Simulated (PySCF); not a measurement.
H3O2Sb, SMILES [OH][SbH][OH]. Geometry: PBE0-D3(BJ)/def2-TZVP. The def2 effective core potentials stand for the cores of Sb; spin–orbit coupling is left out. One conformer was computed; it need not be the lowest.

Computed equilibrium geometry at PBE0-D3(BJ)/def2-TZVP (PySCF confirms it by a frequency run) as Cartesian coordinates in Å (one conformer of several):
```xyz
6

Sb    -0.0780    -0.1576     0.2914
H     -1.0330    -1.2965    -0.5768
O      1.3712    -0.4341    -1.0067
H      2.1814     0.0017    -0.7299
O     -0.8836     1.4358    -0.5070
H     -1.0703     1.3207    -1.4434
```
Charge 0, spin multiplicity 1.
